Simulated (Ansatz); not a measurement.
Molecule: HgBr₂ (charge 0, triplet). The spin state was set by rule; other spins were not relaxed. SMILES of the parent species: [Br][Hg][Br]
Geometry from a B3LYP-D3(BJ)/def2-TZVP (Ansatz, a quantum-chemistry and plane-wave program) optimisation:
```
Hg
Br 1 2.8064
Br 1 2.8064 2 65.49
```
Charge 0, spin multiplicity 3.

Property: atomisation energy (electronic, to ground-state atoms), in eV. Valence correlation only, unless marked. Open shells are spin-unrestricted. Spin-orbit coupling is left out. The frozen core is the preceding noble-gas configuration, with the filled d and f shells of earlier blocks. In def2 rows, elements after Kr have scalar-relativistic effective core potentials. The coupled-cluster limit lacks core correlation, which all-electron functionals hold. Basis-set limits of correlation are two-point, X^-3; Hartree-Fock from the larger set. [CCSD(T)-MP2]/basis is that difference in the basis named.

```json
[
 {"level": "HF/def2-SVPD", "program": "Ansatz", "atomisation energy (eV)": "0.23"}
]
```

Question: Predict the RI-MP2/CBS(def2-TZVPP,def2-QZVPP)+[CCSD(T)-MP2]/def2-TZVPP result (Ansatz).

Answer: 1.20 eV, so HF/def2-SVPD differs from it by -0.97 eV.
